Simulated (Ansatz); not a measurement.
```yaml
crystal:
  periodic: [false, false, false]
  atoms:
    - {symbol: O, position_ang: [0.213530, 1.747095, 0.281655]}
    - {symbol: C, position_ang: [-0.383073, 0.469366, 0.033061]}
    - {symbol: Si, position_ang: [-0.159531, -0.564525, 1.597135]}
    - {symbol: Si, position_ang: [0.366289, -0.352802, -1.495724]}
    - {symbol: H, position_ang: [0.137056, 2.285791, -0.511385]}
    - {symbol: H, position_ang: [-1.470047, 0.561104, -0.126366]}
    - {symbol: H, position_ang: [1.284924, -0.761926, 1.879448]}
    - {symbol: H, position_ang: [-0.799584, -1.888303, 1.366464]}
    - {symbol: H, position_ang: [-0.806195, 0.099807, 2.757885]}
    - {symbol: H, position_ang: [0.339680, 0.643804, -2.605587]}
    - {symbol: H, position_ang: [-0.423515, -1.548601, -1.893689]}
    - {symbol: H, position_ang: [1.777466, -0.746011, -1.248895]}
basis:
  gaussian: {orbitals: STO-3G, point_charges: [{charge: 0.50, position_ang: [6.544, -0.192, 0.361]}]}
hamiltonian: {xc: {name: r2SCAN}}
accuracy: high
output: {forces: true}
```

```sh
$ ansatz run in.yaml --threads 4 --pin off --events-out ev --progress --plain --max-ram 10444MiB
```

Output, abridged:

```
Functional definition: r2SCAN
760 factors; integrals over basis functions are off by at most 3.9e-9 eV
mean field evaluation 1: about -18740.6746 eV, gradient 2.3e1 eV
mean field evaluation 2: about -18740.9773 eV, gradient 2.1e1 eV
mean field evaluation 4: about -18742.4259 eV, gradient 7.2e-1 eV
mean field evaluation 8: about -18742.2950 eV, gradient 6.3e-3 eV
mean field evaluation 16: about -18742.2950 eV, gradient 7.7e-8 eV
mean field -18742.29504244 eV, -688.7666388258 hartree, gradient 7.9e-8 eV, S^2 0.000000; 0 other end points of the search recorded, 0 dependent functions left out
reference -18742.29504302 eV, -688.7666388472 hartree; 25, 25 occupied and 11, 11 virtual orbitals, 760 factors
Total energy: -18742.29504302 eV, -688.7666388472 hartree
Atom 0 at     0.213530     1.747095     0.281655 Å, force     1.422808    -0.170840     4.271344 eV/Å
Atom 1 at    -0.383073     0.469366     0.033061 Å, force    -0.178048    -0.769628    -0.633027 eV/Å
Atom 2 at    -0.159531    -0.564525     1.597135 Å, force     0.005329    -0.662409     0.939717 eV/Å
Atom 3 at     0.366289    -0.352802    -1.495724 Å, force     0.224570    -0.601479    -1.192904 eV/Å
Atom 4 at     0.137056     2.285791    -0.511385 Å, force    -0.722468     1.446772    -3.296337 eV/Å
Atom 5 at    -1.470047     0.561104    -0.126366 Å, force    -0.508942    -0.010738    -0.172748 eV/Å
Atom 6 at     1.284924    -0.761926     1.879448 Å, force    -0.910358     0.104183    -0.169855 eV/Å
Atom 7 at    -0.799584    -1.888303     1.366464 Å, force     0.469108     0.870816     0.193033 eV/Å
Atom 8 at    -0.806195     0.099807     2.757885 Å, force     0.442426    -0.446924    -0.720492 eV/Å
Atom 9 at     0.339680     0.643804    -2.605587 Å, force     0.067802    -0.721585     0.738819 eV/Å
Atom 10 at    -0.423515    -1.548601    -1.893689 Å, force     0.582492     0.723348     0.204892 eV/Å
Atom 11 at     1.777466    -0.746011    -1.248895 Å, force    -0.884706     0.236307    -0.166523 eV/Å
Dipole moment:    -0.168318    -0.028126    -0.211178 e Å
```

Hardware: 4 threads of an Intel Xeon Platinum 8488C on a shared host. Wall time 1.9 s, peak host memory 0.5 GiB.
